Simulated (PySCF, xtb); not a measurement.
F3OSi, SMILES F[Si]([O])(F)F (connectivity only; charge and spin as stated), charge -1, multiplicity 1.

GFN2-xTB in xtb at its own geometry gives an orbital gap of 9.64 eV.

Coordinates come from a PBE0-D3(BJ)/def2-SVPD optimisation. The multiplicity is an assumed one; other spin states were not compared. The isomer is the one that the SMILES or the coordinates give; other isomers of the formula were not compared.

What does B3LYP/def2-SVPD run with PySCF give? (The exact figures need the calculation; the answer reports its results.)

gap 6.67 eV (levels -2.52 and 4.15 eV).
